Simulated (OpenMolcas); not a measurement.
Re3+ among 4 point charges of -2 e arranged as a square (D4h), 1.9 Å from the ion.
```
   1.9000    0.0000    0.0000  -2.00
   0.0000    1.9000    0.0000  -2.00
  -1.9000    0.0000    0.0000  -2.00
   0.0000   -1.9000    0.0000  -2.00
```

```json
{"Program": "OpenMolcas 26.06", "Method": "SS-CASPT2, IPEA 0.25 Eh, imaginary shift 0.1 Eh (closed shells correlated: 5s 5p)", "Basis": "ANO-RCC-VDZP [7s6p4d2f1g]", "Scalar Hamiltonian": "DKH2, point nucleus", "Active space": "4 electrons in 5 orbitals (5d)", "State averaging": "2S+1 = 5 even, 5 roots; 2S+1 = 3 even, 45 roots; 2S+1 = 1 even, 50 roots", "Spin-orbit coupling": "state interaction with AMFI integrals over the reference wave functions"}
```

Question: What is the spin-free ground state (labels of D4, the rotations of D4h)?

Answer: 3A2, 1-fold in its orbital part, 47 % from free-ion F terms; d4 allows 2S+1 = 5, so this is a state of lower spin.

Question: Where is the first state of the same spin?

Answer: 3E at 7290 cm-1 above the ground state.

Question: What are the lowest two levels with spin-orbit coupling?

Answer: A 1-fold level A1, then a 2-fold level E 380 cm-1 above it. Their leading multiplicities are 3 (90 %) and 3 (92 %).

Question: What is χT at 300 K?

Answer: 0.64 cm3 K/mol.

This shell can be high or low spin here, a state of another spin lies low, and with metal d orbitals alone active their balance is uncertain, so the ground spin may be wrong, although the usual error favours high spin. Free-ion shares, where given, are those of the reference states; single-state CASPT2 does not remix them. This is an electrostatic model: the charges have no orbitals. No measured value stands beside these numbers.
